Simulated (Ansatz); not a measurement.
Q: Name a neutral molecule of C, F and H with HOMO–LUMO gap (PBE0/def2-TZVPP) between 10.35 and 10.65 eV and LUMO energy (PBE/def2-TZVPP) between 0.20 and 0.50 eV (Ansatz, PBE0-D4/def2-TZVP geometry).

A: `CC(C)F` (10.44 eV, 0.48 eV); `CC(F)CF` (10.43 eV, 0.37 eV); `FCC(F)CC(F)F` (10.57 eV, 0.25 eV); `CC(F)(CF)C(F)F` (10.62 eV, 0.41 eV); `FC(F)CCC(F)F` (10.55 eV, 0.28 eV). Other molecules can fit too; these were computed, each in one conformer that needn't be the lowest.
